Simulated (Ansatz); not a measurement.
Ti(OH)3 (H₃O₃Ti), SMILES [OH][Ti]([OH])[OH] (connectivity only; charge and spin as stated), neutral, multiplicity 2.

Geometry: B3LYP-D3(BJ)/def2-SVP. The multiplicity is an assumed one; other spin states were not compared. The isomer is the one that the SMILES or the coordinates give; other isomers of the formula were not compared. One conformer was computed; it need not be the lowest.

Two levels are set side by side: PBE/def2-SVPD (Ansatz, a program for electronic structure) and CAM-B3LYP/def2-SVPD (Ansatz). Energy differences of separate SCF runs at the same geometry; the states with an electron removed or added have multiplicity 1 and 1. Differences are taken from unrounded values.

| quantity | CAM-B3LYP | PBE | PBE minus CAM-B3LYP |
|---|---|---|---|
| vertical ionisation energy (eV) | 7.95 | 7.12 | -0.83 |
